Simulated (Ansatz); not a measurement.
This geometry of BClFHOS (6 atoms, charge 0, multiplicity 1) is a first-order saddle point.

Level of theory: Ansatz, RKS PBE-D4/def2-SVP.

```xyz
6
Properties=species:S:1:pos:R:3
O -1.431 -0.430 0.556
S -0.157 -1.376 -0.170
B 0.908 0.140 -0.003
F 1.496 0.421 1.149
Cl 1.097 1.295 -1.322
H -1.914 -0.050 -0.209
```

Question: Which two structures does it join? (They come from a converged band through this point; their orientation in space is the band's.)

Answer: No bond is made or broken. The dihedral O1–S2–B3–F4 goes from 176 to -4°.

Initial state:

```xyz
6
Properties=species:S:1:pos:R:3
O -1.680 -0.377 -0.342
S -0.402 -1.029 0.566
B 0.873 0.252 0.451
F 1.990 0.052 1.151
Cl 0.696 1.687 -0.547
H -1.478 -0.585 -1.278
```

Final state:

```xyz
6
Properties=species:S:1:pos:R:3
O -0.405 -1.743 0.262
S -0.838 -0.402 -0.699
B 0.416 0.815 -0.250
F 1.326 0.597 0.691
Cl 0.371 2.351 -1.118
H -0.871 -1.619 1.114
```

Question: How far does it lie above each of them?

Answer: 0.58 eV above the first and 0.60 eV above the second. This is the barrier of this one path; another mechanism may lie lower.

Run time: 2 min on 1 thread of Intel(R) Xeon(R) Platinum 8259CL CPU @ 2.50GHz (Skylake/Cascade Lake) (shared host), peak memory 0.14 GiB.
